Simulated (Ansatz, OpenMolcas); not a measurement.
How methods differ on CuOH (SMILES [Cu]O)

CuOH, singlet, SMILES `[Cu]O`. Each level relaxes the structure for itself.

Each level gives the highest harmonic wavenumber at each level's own minimum (cm⁻¹). The values are calculated.

```csv
level,kind,program,value (cm⁻¹)
HF/3-21G,Hartree–Fock,OpenMolcas,3959
HF/6-31G* (Cartesian functions),Hartree–Fock,OpenMolcas,4129
HF/cc-pVTZ,Hartree–Fock,OpenMolcas,4192
PBE0/def2-SVP,global hybrid,OpenMolcas,?
B3LYP/6-31G* (Cartesian functions),global hybrid,OpenMolcas,?
PBE0-D4/def2-TZVP,global hybrid,Ansatz,3862
```

(1) Estimate what the levels marked ? give.

Answers

(1) As computed at these levels: PBE0/def2-SVP: 3865 cm⁻¹; B3LYP/6-31G* (Cartesian functions): 3709 cm⁻¹. Harmonic and unscaled. The values span 3709 to 4192 cm⁻¹.
